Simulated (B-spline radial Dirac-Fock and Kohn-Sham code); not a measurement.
ΔSCF core binding energies without Breit or QED terms, calculated with a radial finite-basis atomic code.

A sound run for the free lanthanum atom, configuration [Xe] 5d1 6s2: The ground state converged in 12 iterations, with total energy -8493.65037 Ha, virial ratio 1.93451 and highest orbital energy -4.89 eV. ΔSCF binding energies: K (1s) 39083.5 eV, L3 (2p3/2) 5507.6 eV, M5 (3d5/2) 846.7 eV.

A second run, with one unsound setting: The ground state converged in 12 iterations, with total energy -4802.26787 Ha, virial ratio 2.56111 and highest orbital energy -3.09 eV. ΔSCF binding energies: K (1s) 7695.1 eV, L3 (2p3/2) 3750.2 eV, M5 (3d5/2) 1065.0 eV.

```
iter   energy (Ha)        error
   1    -4731.00514381  6.06e+00
   2    -4782.19269105  1.31e+00
   3    -4800.48806137  3.53e-01
   4    -4802.09980677  9.89e-02
   5    -4802.24375246  3.98e-02
   6    -4802.26656033  4.75e-03
   7    -4802.26770035  1.48e-03
   8    -4802.26784989  3.45e-04
   9    -4802.26786401  8.86e-05
  12    -4802.26786514  2.85e-07
```

Question: Which fault fits the second run best?
A. too few iterations
B. tolerance below the noise
C. nuclear radius in wrong units
D. functional not served

Answer: C. The input had radius_factor = 1000.0: radius_factor inflates the nucleus far beyond its size, which weakens the binding of the inner electrons.
